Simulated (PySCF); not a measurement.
A side-by-side comparison of computed properties.

First species: C9H11OP.
Geometry (GFN2-xTB, Å), atoms numbered from 1 in this order:
```
atom  x, y, z in Å
O1    -3.2054    2.2636   -1.2347
P2    -2.9096    1.1050   -0.3928
C3    -1.8121   -0.2623   -0.9552
C4    -1.0814   -0.2363    0.4130
C5     0.4113   -0.3620    0.3394
C6     1.1623    0.5303   -0.4182
C7     2.5385    0.4143   -0.4833
C8     3.1862   -0.5961    0.2077
C9     2.4482   -1.4898    0.9634
C10    1.0708   -1.3724    1.0280
C11   -1.6012    1.1411    0.9020
H12   -4.0301    0.5091    0.1847
H13   -1.1749    0.0889   -1.7684
H14   -2.2420   -1.2208   -1.2355
H15   -1.4806   -1.0251    1.0542
H16    0.6695    1.3241   -0.9625
H17    3.1077    1.1154   -1.0754
H18    4.2610   -0.6860    0.1562
H19    2.9454   -2.2810    1.5050
H20    0.5013   -2.0744    1.6209
H21   -1.8796    1.1878    1.9518
H22   -0.8957    1.9457    0.6885
```

Second species: C8H15P.
SMILES: `P(CCC)(CC=C)C=C`

Levels: PBE0/pcSseg-1 for HOMO energy, LUMO energy and HOMO–LUMO gap. Geometries: GFN2-xTB. Each species is one conformer at its optimised geometry, gas phase, non-relativistic unless stated. Electronic properties by PySCF.

The conformers computed, where there is a choice (atom-mapped SMILES and torsion angles):
- `[O:1]=[P@H:2]1[CH2:3][C@@H:4]([c:5]2[cH:6][cH:7][cH:8][cH:9][cH:10]2)[CH2:11]1`: C3–C4–C5–C6 56°

The conformers of `C=CCP(C=C)CCC` aren't listed.

Values for the first species:

* HOMO energy: -7.21 eV
* LUMO energy: -0.51 eV
* HOMO–LUMO gap: 6.70 eV

Q: Estimate the same properties for the second species, and the change in each.

A: 
```tsv
property	first	second	second less first
HOMO energy	-7.21 eV	-6.37 eV	+0.84 eV
LUMO energy	-0.51 eV	-0.30 eV	+0.21 eV
HOMO–LUMO gap	6.70 eV	6.07 eV	-0.63 eV
```

